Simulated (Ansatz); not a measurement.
Changing the shape of CuBr, singlet

Computed with Ansatz's Gaussian-basis code (development build). Basis cc-pwCVTZ-DK on Cu, cc-pwCVTZ-PP on Br, scalar-relativistic core potentials (10 electrons on Br) and scalar X2C, no spin–orbit coupling, 9 orbitals frozen in the corrections; active space CAS(16,9), shells under the valence barred from it. Restricted Hartree–Fock, then the lowest state-specific CASSCF solution met for each case. Coupled cluster stands on the determinant that it favours, not always the lowest RHF. Single-reference values can break down or jump between states where bonds are stretched. Solutions in different active orbitals can move differences by tenths of an eV and at times more than 1 eV.

Case A: bond length 2.4989 Å.

Case B: bond length 2.1730 Å.

Energy less that of case A, in eV:

```tsv
case	RHF/ROHF	CASSCF	CCSD(T)
B	-0.115	-0.141	-0.410
```

(1) What does SC-NEVPT2 give for these differences?

Answers

(1) B: -0.326 eV (-7.5 kcal/mol).
